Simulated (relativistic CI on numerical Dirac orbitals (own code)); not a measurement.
Computed by Dirac-Coulomb-Breit CI, orbitals from a KLI potential per configuration, model QED, unscaled Slater integrals (own radial code, finite nucleus).

The strongest absorption lines from the ground level of an ion, among the configurations computed and to levels below about 1240 eV (vacuum wavelength in nm, gf): 1.3614 (0.15), 1.5730 (0.56), 3.9375 (2.4), 5.6493 (1.4), 7.3813 (0.012).

Question: Which ion is it?
A. W38+
B. Pt42+
C. Yb34+
D. Rn50+

Answer: B. Pt42+ has 36 electrons and the ground level 4s2 4p6 1S_0; the strongest line goes to 4s2 4p5 4d 1P°_1. The pattern of lines fixes the number of electrons, and along that sequence the line energies rise steadily with the charge (about as its square where n changes within one kind of shell, about linearly where n is kept but much faster in heavy ions where fine structure, which grows about as Z⁴, sets the gap, and irregularly where shells cross), which fixes Z. Configurations outside the model, such as inner-shell arrays, can give stronger lines. At this charge energies of transitions that change n are usually good to better than 1 %, and those within a shell (Δn = 0) to a few per cent.

LS names give the leading component of a level, which can be under half, so a name can repeat, a term be missing and a line seem to break the LS rules.
